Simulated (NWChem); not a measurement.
CH₇BOSi; SMILES B(O)([SiH3])C

```xyz
11

B      0.1028    -0.5311    -0.0028
C     -1.1624    -1.4796     0.0004
H     -1.8132    -1.2616     0.8586
H     -0.9211    -2.5527     0.0287
H     -1.7802    -1.3010    -0.8909
O      1.3729    -1.0229    -0.0013
H      1.3909    -1.9954     0.0062
Si    -0.0524     1.5084    -0.0030
H      1.2589     2.2029    -0.1390
H     -0.6861     1.9861     1.2638
H     -0.9337     1.9811    -1.1134
```
Atoms are numbered in this order, from 1.

STO-3G and 3-21G are far too small for this property and stand as cheap habits. Coordinates come from a B3LYP/6-31G* (spherical d) optimisation.

Question: Give the principal values of the shielding tensors (ppm) of B1, C2, O6, Si8 from Hartree-Fock/STO-3G, GIAO (NWChem), with their diamagnetic and paramagnetic parts as GIAO splits them.

Answer: 
| atom | σ11 | σ22 | σ33 | isotropic | diamagnetic | paramagnetic |
|---|---|---|---|---|---|---|
| B1 | 14.1 | 57.8 | 134.2 | 68.7 | 198.8 | -130.1 |
| C2 | 223.8 | 230.9 | 239.0 | 231.2 | 246.2 | -15.0 |
| O6 | 120.5 | 251.3 | 394.9 | 255.6 | 377.3 | -121.7 |
| Si8 | 649.7 | 660.5 | 661.6 | 657.3 | 869.3 | -212.1 |
